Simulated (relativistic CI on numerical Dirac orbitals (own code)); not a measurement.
Method of calculation: Dirac-Coulomb-Breit CI, separate exchange-only KLI orbitals for each configuration, a model potential for QED, unscaled Slater integrals (own radial code, finite nucleus).

The strongest absorption lines from the ground level of an ion, among the configurations computed and to levels below about 9760 eV (vacuum wavelength in Å, gf): 1.2800 (0.096), 1.2908 (0.053), 1.3253 (0.27), 1.4311 (0.51), 1.6468 (0.3), 1.7013 (1.4), 1.8686 (2.4), 2.0299 (0.14).

(1) Which ion is it?
A. Gd LV
B. Tm LX
C. Xe XLV
D. Pr L

Answers

(1) A. Gd LV has 10 electrons and the ground level 2s2.2p6 1S_0; the strongest line goes to 2s2.2p5.3d 1P°_1. The pattern of lines fixes the number of electrons, and along that sequence the line energies rise steadily with the charge (about as its square where n changes within one kind of shell, about linearly where n is kept but much faster in heavy ions where fine structure, which grows about as Z⁴, sets the gap, and irregularly where shells cross), which fixes Z. Configurations outside the model, such as inner-shell arrays, can give stronger lines. At this charge energies of transitions that change n are usually good to better than 1 %, and those within a shell (Δn = 0) to a few per cent.

LS names give the leading component of a level, which can be under half, so a name can repeat, a term be missing and a line seem to break the LS rules.
